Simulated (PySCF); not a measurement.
C₃H₅FOSi, SMILES F[Si@H]1C=CCO1. Atoms are numbered in the order given.

```xyz
11

F      1.7523     0.0800    -1.1671
Si     0.8868     0.0026     0.2084
C     -0.3813     1.3475     0.3500
C     -1.5783     0.7401     0.2568
C     -1.5690    -0.7632     0.1163
O     -0.2344    -1.2355     0.1432
H      1.8900    -0.2120     1.2724
H     -0.2818     2.4302     0.4487
H     -2.5424     1.2624     0.2700
H     -2.0628    -1.0660    -0.8271
H     -2.1419    -1.2325     0.9382
```

Geometry optimised at B3LYP-D3(BJ)/def2-SVP. The structure was generated by enumeration; whether it is a known compound was not checked. Other conformers were not sampled.

Level of theory: PySCF with PBE/def2-TZVP.

ESP charges are fitted to the potential on shells at 1.4 to 2.0 van der Waals radii. Atomic charges (e):

```json
[
 {"atom": "F1", "Löwdin": "0.01", "IAO": "-0.52", "ESP fit": "___"},
 {"atom": "Si2", "Löwdin": "0.09", "IAO": "1.33", "ESP fit": "___"},
 {"atom": "C3", "Löwdin": "-0.25", "IAO": "-0.49", "ESP fit": "-0.45"},
 {"atom": "C4", "Löwdin": "-0.17", "IAO": "-0.13", "ESP fit": "___"},
 {"atom": "C5", "Löwdin": "-0.31", "IAO": "-0.07", "ESP fit": "-0.08"},
 {"atom": "O6", "Löwdin": "0.11", "IAO": "-0.62", "ESP fit": "___"},
 {"atom": "H7", "Löwdin": "-0.04", "IAO": "-0.15", "ESP fit": "-0.11"},
 {"atom": "H8", "Löwdin": "0.14", "IAO": "0.17", "ESP fit": "0.19"},
 {"atom": "H9", "Löwdin": "0.14", "IAO": "0.16", "ESP fit": "0.11"},
 {"atom": "H10", "Löwdin": "0.14", "IAO": "0.16", "ESP fit": "___"},
 {"atom": "H11", "Löwdin": "0.14", "IAO": "0.16", "ESP fit": "___"}
]
```

Task: Some entries are withheld; supply them. (An estimate is asked for; the answer gives what the named calculation found.)

Result: 
- F1, ESP fit: -0.28
- Si2, ESP fit: 0.75
- C4, ESP fit: -0.01
- O6, ESP fit: -0.36
- H10, ESP fit: 0.13
- H11, ESP fit: 0.11

Computed Mayer and Wiberg (Löwdin basis) orders of the bonds:
```json
[
 {"bond": "F1–Si2", "Mayer": "1.15", "Wiberg": "1.71"},
 {"bond": "Si2–C3", "Mayer": "0.98", "Wiberg": "1.09"},
 {"bond": "C3–C4", "Mayer": "1.89", "Wiberg": "2.03"},
 {"bond": "C4–C5", "Mayer": "1.01", "Wiberg": "1.23"},
 {"bond": "Si2–O6", "Mayer": "1.16", "Wiberg": "1.48"},
 {"bond": "C5–O6", "Mayer": "1.04", "Wiberg": "1.48"},
 {"bond": "Si2–H7", "Mayer": "0.92", "Wiberg": "0.91"},
 {"bond": "C3–H8", "Mayer": "0.93", "Wiberg": "0.86"},
 {"bond": "C4–H9", "Mayer": "0.93", "Wiberg": "0.84"},
 {"bond": "C5–H10", "Mayer": "0.92", "Wiberg": "0.86"},
 {"bond": "C5–H11", "Mayer": "0.93", "Wiberg": "0.86"}
]
```
